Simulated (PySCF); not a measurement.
**Structure revision by computed shifts**

A compound C$_{7}$H$_{9}$NOSi gives the data below (simulated from a calculation) and was assigned the structure `C/C(C=O)=C/C=C\[SiH2]C#N`.

$^{13}$C{$^{1}$H} NMR (computed): δ 197.0 (CH), 154.6 (CH), 151.5 (CH), 148.9 (C), 137.2 (CH), 123.0 (C), 9.7 (CH3).

$^{1}$H NMR (600 MHz, computed): δ 9.67 (s, 1H), 7.90 (m, 1H), 6.58 (m, 1H), 6.39 (d, 1H), 4.97 (d, 2H), 2.10 (s, 3H).

How the numbers were obtained: σ from GIAO-PBE0/pcSseg-1, structure optimised with GFN2-xTB, in PySCF (single conformer, rapidly exchanging positions averaged, non-relativistic, gas phase).

Shifts are taken against calculated references (same method and geometry level): $^{1}$H (σ = 31.72 ppm), $^{13}$C (σ = 186.93 ppm) against TMS.

Task: Compare with the shifts computed for the proposed structure, pairing carbons in order of shift.

Result: Atom-mapped SMILES (the numbers label the heavy atoms): `[CH3:1]/[C:2]([CH:3]=[O:4])=[CH:5]/[CH:6]=[CH:7]\[SiH2:8][C:9]#[N:10]`. Hydrogens are named by the atom that carries them.

```
atom  computed for proposal  given list  difference
  C3                  192.8       197.0        -4.2
  C6                  152.4       154.6        -2.2
  C5                  148.8       151.5        -2.7
  C2                  147.4       148.9        -1.5
  C7                  126.9       137.2       -10.3
  C9                  124.2       123.0        +1.2
  C1                   21.6         9.7       +11.9
```

The rms difference is 6.3 ppm and the largest +11.9 ppm at C1 (allylic methyl carbon). The proposal doesn't fit.

Task: Which isomer fits?

Result: `C/C(C=O)=C\C=C/[SiH2]C#N`.

1. Carbon types of the structure: 2 × C, 4 × CH, 1 × CH3, leaving 2 H on heteroatoms.
2. δC 151.5: β carbon of a C=C–C=O unit; conjugation with the carbonyl draws π density from the β position.
3. δC 148.9: α carbon of a C=C–C=O unit; an sp2 carbon of a C=C bond.
4. δC 123.0: nitrile carbon; C≡N carbons fall here, among the sp2 signals but without a proton.
5. δH 9.67: hydrogen on an aldehyde carbonyl carbon; deshielded by the polar, anisotropic C=O bond.

Other isomers checked: C/C(C=O)=C/C=C/[SiH2]C#N (rms 7.0 ppm).

The shifts were computed for this structure.

Shifts are as computed. Against solution values, carbons near 30 ppm lie about +3 ppm off and those near 130 ppm about +5 ppm. Of 1211 compounds with measured shifts, 218 miss one by over three times the rms of a fit or turn the order of signals round; such compounds aren't used in these exercises. Multiplicities follow the n + 1 count of equivalent neighbours, as no J values were calculated; m marks all less simple cases, F and P coupling included.
